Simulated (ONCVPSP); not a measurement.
# Which change was made? (F, ONCV)

```json
{
 "Element": "F (Z = 9)",
 "Generator": "ONCVPSP 4.0.1",
 "Type": "optimised norm-conserving Vanderbilt (ONCV)",
 "Functional": "PBE",
 "Relativity": "non-relativistic",
 "Frozen core": "none",
 "Valence charge": "9",
 "Reference configuration": "1s2 2s2 2p5",
 "Partial waves": "1s+2s: rc 0.40 bohr, ncon 3, nbas 6, qcut 25.8 1/bohr, 2 projectors; 2p: rc 1.05 bohr, ncon 3, nbas 6, qcut 16.3 1/bohr, 2 projectors, debl 3.7 Ha; d scattering state at 0.37 Ha: rc 0.95 bohr, ncon 4, nbas 9, qcut 10.7 1/bohr, 2 projectors, debl 0.9 Ha",
 "Local potential": "polynomial inside 0.30 bohr (lpopt 1, dvloc0 0 Ha)",
 "Core correction": "none"
}
```

Cutoffs, loose and tight: the cutoffs (Ha) at which the residual kinetic energy of the hardest occupied pseudo-wave falls to 1 and 0.1 mHa per electron. They do not see the model core or the augmentation charge, which bear on the density cutoff. Test errors are all-electron minus pseudo excitation energies from the reference, over the configurations 1s2 2s2 2p4; 1s2 2s2 2p3; 1s2 2s2 2p2; 1s2 2s1 2p5; variants that change the core or the reference have their own tests.

The base gives: outcome: generated; cutoff, loose: 313 Ha; cutoff, tight: 658 Ha; bound ghosts: none; GHOST(+) flags above zero: d; largest test error (meV): +170.

Problem. After one change the result is: outcome: generated; bound ghosts: none; GHOST(+) flags above zero: d; largest test error (meV): +62. Which change was it?
A. all radii scaled by about 1.12 (s 0.44, p 1.18, d 1.06 bohr); local potential polynomial inside 0.34 bohr (lpopt 1, dvloc0 0 Ha)
B. all radii scaled by about 0.88 (s 0.36, p 0.92, d 0.84 bohr); local potential polynomial inside 0.26 bohr (lpopt 1, dvloc0 0 Ha)
C. all radii scaled by about 1.28 (s 0.52, p 1.34, d 1.22 bohr); local potential polynomial inside 0.38 bohr (lpopt 1, dvloc0 0 Ha)
D. all radii scaled by about 0.77 (s 0.30, p 0.80, d 0.74 bohr); local potential polynomial inside 0.24 bohr (lpopt 1, dvloc0 0 Ha)

Solution. D. The others give: all radii scaled by about 0.88 (s 0.36, p 0.92, d 0.84 bohr); local potential polynomial inside 0.26 bohr (lpopt 1, dvloc0 0 Ha) → outcome: generated; bound ghosts: none; GHOST(+) flags above zero: d; largest test error (meV): +89 | all radii scaled by about 1.28 (s 0.52, p 1.34, d 1.22 bohr); local potential polynomial inside 0.38 bohr (lpopt 1, dvloc0 0 Ha) → outcome: generated; cutoff, loose: 265 Ha; cutoff, tight: 298 Ha; bound ghosts: none; GHOST(+) flags above zero: none; largest test error (meV): +533 | all radii scaled by about 1.12 (s 0.44, p 1.18, d 1.06 bohr); local potential polynomial inside 0.34 bohr (lpopt 1, dvloc0 0 Ha) → outcome: generated; cutoff, loose: 290 Ha; cutoff, tight: 330 Ha; bound ghosts: none; GHOST(+) flags above zero: d; largest test error (meV): +302.
